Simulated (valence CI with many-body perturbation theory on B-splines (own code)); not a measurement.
Hg59+: magnetic and hyperfine properties of the levels

Method: configuration interaction combined with many-body perturbation theory (CI+MBPT): three valence electrons over a frozen Dirac-Fock core [Ar], a basis of 7 s, 7 p, 8 d, 6 f, 4 g, 1 h functions for each j, with the one-electron correlation potential Σ1, the two-electron term Σ2, the three-electron term Σ3, Breit, model QED; selected CI, second order for the rest, scaled by the run's own slope (own B-spline code, finite nucleus).

No measured spectrum was set against this ion. As an estimate, large intervals hold to a few tenths of a per cent, small ones and those within an open d or f shell to about a per cent. Excitations out of the core, of the other parity, are not computed and may begin above about 258 eV (a cautious bound); beyond it only levels of the ground parity were kept, without lifetimes. Only levels of the ground parity were solved; by the run's estimate the other parity begins above the list, which can be wrong where configurations are misplaced.

A/g_I is the dipole constant over the nuclear g factor μ/I (μ in nuclear magnetons, uniformly magnetised nucleus), B/Q the quadrupole constant per barn. Both hold the static response of the core; the bare values leave it out. Large factors of s and p1/2 electrons are usually good to 5 to 10 %; those of open d and f shells near neutrality can be off by tens of per cent, and small factors of p3/2, d and f electrons come from cancelling terms and can be off by a factor of two or in sign, in half-filled shells by more. B is blank for J = 1/2, where it vanishes, and for nearly pure S terms. Energies count from the lowest level.

Levels are named by their leading jj configuration (3d3/2^4 stands for four electrons in 3d with j = 3/2), which in mixed levels can hold well under half, so a name can repeat and another be missing. Letters in brackets count levels of one name in rising energy.

| Level | E (cm⁻¹) | g | A/g_I (MHz) | A/g_I bare | B/Q (MHz/b) | B/Q bare |
| --- | --- | --- | --- | --- | --- | --- |
| (3d3/2^3) J=3/2 | 0 | 0.734 | 143000 | 142000 | -90800 | -91700 |
| (3d3/2^2 3d5/2) J=5/2 [a] | 788030 | 1.052 | 80900 | 81300 | -48200 | -48700 |
| (3d3/2^2 3d5/2) J=3/2 | 842680 | 1.154 | 65000 | 65700 | -14700 | -14800 |
| (3d3/2^2 3d5/2) J=9/2 | 873190 | 1.024 | 91800 | 92100 | 105000 | 106000 |
| (3d3/2^2 3d5/2) J=7/2 | 878240 | 1.028 | 89100 | 89400 | 41400 | 41600 |
| (3d3/2^2 3d5/2) J=1/2 | 890980 | 1.782 | -64600 | -61500 |  |  |
| (3d3/2^2 3d5/2) J=5/2 [b] | 1106700 | 1.213 | 54800 | 55800 | 160000 | 161000 |
| (3d3/2 3d5/2^2) J=7/2 [a] | 1651400 | 1.123 | 64400 | 65000 | -14500 | -14700 |
| (3d3/2 3d5/2^2) J=9/2 | 1693200 | 1.125 | 68600 | 69300 | 27800 | 27900 |
| (3d3/2 3d5/2^2) J=3/2 [a] | 1741700 | 1.094 | 78600 | 79100 | -88500 | -89200 |
| (3d3/2 3d5/2^2) J=1/2 | 1768100 | 1.528 | -30300 | -28200 |  |  |
| (3d3/2 3d5/2^2) J=11/2 | 1775500 | 1.077 | 77700 | 78200 | 187000 | 189000 |
| (3d3/2 3d5/2^2) J=5/2 [a] | 1777700 | 1.306 | 21600 | 22900 | 97600 | 98400 |
| (3d3/2 3d5/2^2) J=7/2 [b] | 1860900 | 1.077 | 80200 | 80700 | 36000 | 36400 |
| (3d3/2 3d5/2^2) J=5/2 [b] | 1863000 | 1.081 | 82200 | 82700 | -31800 | -32000 |
| (3d3/2 3d5/2^2) J=3/2 [b] | 2049200 | 0.862 | 130000 | 130000 | 123000 | 124000 |
| (3d5/2^3) J=9/2 | 2558400 | 1.163 | 55200 | 56000 | 10100 | 10200 |
| (3d5/2^3) J=3/2 | 2683500 | 1.149 | 56700 | 57400 | 4810 | 4830 |
| (3d5/2^3) J=5/2 | 2773500 | 1.165 | 55300 | 56100 | 9690 | 9780 |

Take the isotope of mass number 201, with I = 3/2, μ = -0.558 μN and Q = 0.387 b. What is the hyperfine structure of (3d3/2^2 3d5/2) J=1/2?

From the table A = 24000 MHz. Shifts from the centre of gravity in MHz: F = 1: -30000, F = 2: 18000.
